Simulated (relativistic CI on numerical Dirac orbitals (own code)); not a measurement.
# Os³⁺: 4f photoemission

Computed with this model: Dirac-Coulomb-Breit CI, KLI orbitals optimised for each configuration, a model potential for QED, valence Slater integrals scaled by 0.8, multiplet model of photoemission in the sudden approximation; configurations [Xe] 4f14 5d5 → [Xe] 4f13 5d5; 80 K; Lorentzian 0.25 eV and Gaussian 0.5 eV FWHM. Energies are those of the free ion, without screening or charge transfer. The energies are binding energies and can lie tens of eV above those of solids. S is read from ⟨S²⟩ = S(S + 1).

Field parameters in Wybourne normalisation: Oh B⁴₀ = 21Dq, B⁴₄ = √(5/14) B⁴₀. The field is a parameter set, without covalency.

free ion: ground-state S = 2.40, centroid 92.63 eV. Peaks (eV, height): 91.2 (100), 93.9 (60).

Oh, 10Dq = 7000 cm⁻¹: ground-state S = 2.36, centroid 92.62 eV. Peaks (eV, height): 91.2 (100), 94.0 (54).

Strongest unbroadened transitions for free ion:

```csv
Energy (eV),Relative strength
90.94,100.0
91.16,84.6
91.32,68.4
91.49,52.0
91.64,34.7
91.99,21.9
93.61,21.2
93.81,10.9
93.82,10.8
93.84,26.4
93.85,15.8
93.90,26.7
94.17,14.8
94.28,8.9
94.30,15.2
94.65,11.9
94.71,15.3
95.38,10.6
```
